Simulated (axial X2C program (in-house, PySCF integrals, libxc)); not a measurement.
**SnH⁻: cheaper levels and CCSD(T), 2c**

All values were computed with an in-house all-electron X2C program for linear molecules (integrals from PySCF). Two-component (2c) means X2C with spin–orbit coupling and atomic mean-field two-electron Coulomb and Gaunt terms. Basis: Sn dyall-acv3z [12s13p10d5f1g], H dyall-av3z [7s3p2d] (cores contracted in-house); Gaussian nuclei, density fitting, unrestricted open shells. Masses: Sn 119.902 u, H 1.008 u.

State: Ω = 1 (⟨Sz⟩ = 1.00, ⟨Lz⟩ = 0.00 at HF); fragments Sn- + H.

```json
{"level": "PBE0", "Re (Å)": "1.810", "ωe (cm⁻¹)": "1542.0", "De (eV)": "2.49"}
{"level": "HF", "Re (Å)": "1.805", "ωe (cm⁻¹)": "1587.0", "De (eV)": "1.64"}
{"level": "MP2", "Re (Å)": "1.811", "ωe (cm⁻¹)": "1575.3", "De (eV)": "2.30"}
{"level": "CCSD", "Re (Å)": "1.823", "ωe (cm⁻¹)": "1526.4", "De (eV)": "2.49"}
{"level": "LDA", "Re (Å)": "1.807", "ωe (cm⁻¹)": "1531.0", "De (eV)": "2.93"}
```

Correlated methods: 6 electrons correlated (number of frozen shells: Sn 4 s, 3 p, 2 d; H none), 240 virtual spin orbitals or spinors in MP2, 90 natural virtuals in coupled cluster.

CCSD(T), same Hamiltonian and basis:

Re = 1.826 Å, ωe = 1515.8 cm⁻¹, De = 2.50 eV; T1 = 0.017 (Lee–Taylor normalisation).

Give the differences from CCSD(T) in the columns below.



```
level  ΔRe (Å)  Δωe (cm⁻¹)  ΔDe (eV)
 PBE0   -0.016          26     -0.01
   HF   -0.021          71     -0.86
  MP2   -0.015          60     -0.20
 CCSD   -0.003          11     -0.01
  LDA   -0.019          15      0.43
```

The state is one determinant whose occupation by symmetry is held fixed; it was picked as the lowest of a PBE0 search that is not exhaustive. Dissociation energies refer to the lowest single-determinant-based atoms at the same level and basis. Density functionals use the spin component along the axis (collinear). CCSD and (T) use frozen natural virtuals with an MP2 correction for the truncation; (T) itself is uncorrected, so its De runs slightly low. Other states lie close and PBE0, whose exact exchange favours high spin, may order them wrongly; the determinant shown need not be the ground state. The nearest other 2c determinant of the search, Ω = 0, lies 0.41 eV up at the distance of the search. Without a current term, density functionals place determinants with orbital angular momentum somewhat too high. With several unpaired electrons one determinant need not be a pure state. Open-shell Ω = 0 determinants with evenly filled partner blocks cannot be reached by this program, so the Ω shown need not be the lowest component. This is the Ω = 1 component of a π² triplet; the 0⁺ component is not one determinant and can lie lowest. The highest occupied level of some functionals is positive through self-interaction error; at Hartree–Fock it is bound. With the outer-core shells frozen, correlated bond lengths of heavy atoms tend to come out a few hundredths of an ångström too long. Hartree–Fock gets electron affinities wrong, so its lowest charge split need not be the true one.
